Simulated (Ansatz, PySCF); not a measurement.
C3H9ClSi, singlet, geometry from GFN2-xTB. Base run: CASSCF(6,4)/STO-3G (PySCF).

Input for PySCF:
```python
from pyscf import gto, scf, mcscf
import numpy

mol = gto.Mole()
mol.atom = '''
    Si    0.18805178    0.14938898    0.41076206
    C     1.31008883   -1.37267565    0.59565501
    Cl    1.08817471    1.47162341   -0.84277743
    C    -1.49683372   -0.32510708   -0.34348433
    C    -2.28969966   -1.30578275    0.51550065
    H     0.00964196    0.82354719    1.70076053
    H     0.89822633   -2.08261942    1.30618049
    H     2.29834354   -1.09164835    0.94856202
    H     1.43790699   -1.89002815   -0.35214387
    H    -2.09629162    0.57488131   -0.49504670
    H    -1.35081853   -0.76226769   -1.33408605
    H    -3.24930679   -1.53304441    0.05488717
    H    -2.47661278   -0.88852937    1.50199760
    H    -1.74411705   -2.23794214    0.63940803
'''
mol.basis = 'sto-3g'
mol.verbose = 3
mol.build()

mf = scf.RHF(mol)
mf.kernel()
mc = mcscf.CASSCF(mf, 4, 6)
mc.fix_spin_(ss=0.0)
mc.kernel()
occ = numpy.linalg.eigvalsh(mc.fcisolver.make_rdm1(mc.ci, mc.ncas, mc.nelecas))[::-1]
ss = mc.fcisolver.spin_square(mc.ci, mc.ncas, mc.nelecas)[0]
print('natural occupations', occ.round(4), ' <S^2>', round(ss, 4))
```

Programs used: Ansatz (a quantum-chemistry and plane-wave program), PySCF; a row that names a program was run with it.

Each row names what was changed in the base input (with any setting that the change needs).

```tsv
change	ΔE vs base (mEh)	natural occupations	<S^2> of the state	outcome
base	0.000	2.00 2.00 1.99 0.01	0.00	converged
solver = newton	0.000	2.00 2.00 1.99 0.01	0.00	converged
state_average = 2 states	2.445	-	-	converged
orbitals = fixed (CASCI); correction = SC-NEVPT2	-193.6	2.00 2.00 2.00 0.00	0.00	converged
conv_tol = 1e-5	0.905	2.00 2.00 1.99 0.01	0.00	converged
active space = 2 electrons, 3 orbitals	-5.476	1.98 0.02 0.00	0.00	converged
code = ansatz	-5.355	-	-	converged
correction = SC-NEVPT2	-195.1	2.00 2.00 1.99 0.01	0.00	converged
active space = 6 electrons, 6 orbitals	-	-	-	not converged
active space = 8 electrons, 6 orbitals	-15.330	2.00 2.00 1.99 1.98 0.02 0.01	0.00	converged
active space = 6 electrons, 8 orbitals	-	-	-	not converged
```

Active orbitals are taken around the Fermi level unless the row says otherwise; CASSCF can end in different local minima, and two programs can end on different orbitals. State-averaged rows give the lowest state.
